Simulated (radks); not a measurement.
The numbers below are computed, except where a source is named.
Initial-state core-level shifts of the tantalum ion Ta3+ when its valence configuration changes from [Xe] 4f14 5d2. Code: a radial shooting solver on a logarithmic mesh with Libxc functionals. Model: Dirac Kohn-Sham, BLYP, spin-unpolarised, spherical densities, point nucleus; open shells are shared between the two j in proportion to 2j + 1. Shifts are changes of the shell-averaged eigenvalues in eV (positive: less bound).

| valence | 1s | 2s | 4p | 5p |
|---|---|---|---|---|
| 4f14 5d1.5 6p0.5 | -2.322 | -2.390 | -2.352 | -2.149 |
| 4f13 5d2 6s1 | -12.954 | -13.911 | -13.931 | -6.775 |
| 4f14 6s2 | -6.804 | -7.139 | -6.942 | -6.153 |
| 4f13.5 5d2 6p0.5 | -7.028 | -7.480 | -7.519 | -4.010 |
| 4f14 5d1 6p1 | -4.698 | -4.840 | -4.755 | -4.324 |
| 4f12 5d4 | -19.562 | -21.230 | -21.296 | -7.241 |
| 4f14 5d1.5 6s0.5 | -1.621 | -1.699 | -1.660 | -1.491 |
| 4f13.5 5d2.5 | -4.667 | -5.048 | -5.129 | -1.840 |
| 4f14 6p2 | -9.574 | -9.878 | -9.675 | -8.708 |
